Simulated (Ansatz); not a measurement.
Input and output for `[CH3][Al]1[O][CH]1[SiH3]`.

```yaml
crystal:
  periodic: [false, false, false]
  atoms:
    - {symbol: C, position_ang: [-2.587587, -0.784570, 0.155528]}
    - {symbol: Al, position_ang: [-0.760037, -0.258511, 0.489196]}
    - {symbol: O, position_ang: [0.695583, -0.864108, 1.142338]}
    - {symbol: C, position_ang: [0.934906, 0.550386, 0.672479]}
    - {symbol: Si, position_ang: [2.137412, 0.668100, -0.736377]}
    - {symbol: H, position_ang: [-2.613569, -1.626079, -0.541878]}
    - {symbol: H, position_ang: [-3.176528, 0.030484, -0.268255]}
    - {symbol: H, position_ang: [-3.063951, -1.108874, 1.084317]}
    - {symbol: H, position_ang: [1.132643, 1.226247, 1.508257]}
    - {symbol: H, position_ang: [1.654511, -0.181572, -1.865103]}
    - {symbol: H, position_ang: [2.208095, 2.078273, -1.214408]}
    - {symbol: H, position_ang: [3.515422, 0.215024, -0.392193]}
basis:
  gaussian: {orbitals: cc-pVTZ-DK}
hamiltonian: {xc: {name: PBE}}
accuracy: high
```

```sh
$ ansatz run in.yaml --threads 4 --pin off --events-out ev --progress --plain --max-ram 10444MiB
```

Shortened log:

```
Functional definition: PBE
4627 factors; integrals over basis functions are off by at most 1.9e-8 eV
mean field evaluation 1: about -18709.3447 eV, gradient 9.3e1 eV
mean field evaluation 2: about -18595.3486 eV, gradient 2.1e2 eV
mean field evaluation 4: about -18728.6457 eV, gradient 1.2e1 eV
mean field evaluation 8: about -18728.9745 eV, gradient 3.6e-1 eV
mean field evaluation 16: about -18728.9666 eV, gradient 7.6e-5 eV
mean field -18728.96664349 eV, -688.2768291988 hartree, gradient 9.1e-9 eV, S^2 0.000000; 0 other end points of the search recorded, 0 dependent functions left out
reference -18728.96664855 eV, -688.2768293848 hartree; 27, 27 occupied and 229, 229 virtual orbitals, 4627 factors
Total energy: -18728.96664855 eV, -688.2768293848 hartree
Relativity: scalar
```

Run time 15 s (4 threads of an Arm Neoverse V1 on a shared host); peak host memory 1.7 GiB.
